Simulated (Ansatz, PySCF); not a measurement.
Isomers of CH4STe: 1 is C[Te]S, 2 is CS[TeH]; one conformer of each (the lowest of an xTB search), B3LYP-D3(BJ)/def2-TZVP minima.
Isomer 1 (charge 0, multiplicity 1):
```xyz
7

C     -1.097     0.267    -0.055
Te     0.215    -1.156     0.911
S      2.141    -0.786    -0.483
H     -2.076     0.159     0.411
H     -1.156     0.027    -1.112
H     -0.716     1.272     0.098
H      2.688     0.217     0.228
```
Isomer 2 (charge 0, multiplicity 1, Z-matrix in Å and degrees):
```
C
H 1 1.0874
H 1 1.0876 2 110.23
H 1 1.0912 2 109.37 3 -120.26
S 1 1.8254 2 111.01 4 -116.44
Te 5 2.3958 1 103.31 2 -57.60
H 6 1.6721 5 96.42 1 -86.17
```

No zero-point or thermal terms.

Frozen-core correlation. Filled d and f shells under p-block atoms count as core. Rows in 3-21G carry no dispersion term and start afresh at each structure; the Pople sets are all-electron and without relativity.

Programs: Ansatz (a quantum-chemistry and plane-wave program) with Gaussian orbitals; PySCF for 3-21G rows, the dispersion terms.  In def2 rows elements past Kr take small-core potentials, without spin–orbit coupling.

```tsv
level	electronic energy of isomer 2 less that of isomer 1 (kcal/mol)
BLYP/def2-TZVPP	4.72
BLYP-D3(BJ)/def2-TZVPP	4.72
r2SCAN-D4/def2-TZVPP	4.29
B3LYP/3-21G	7.36
B3LYP-D4/def2-TZVPP	4.47
BHLYP-D3(BJ)/def2-TZVPP	4.48
wB97X-V/def2-TZVPP	(withheld)
B2PLYP/def2-TZVPP	4.77
B2PLYP-D4/def2-TZVPP	4.73
```

Problem. Complete the blanks.

Solution. 
- wB97X-V/def2-TZVPP, electronic energy of isomer 2 less that of isomer 1 (kcal/mol): 4.17
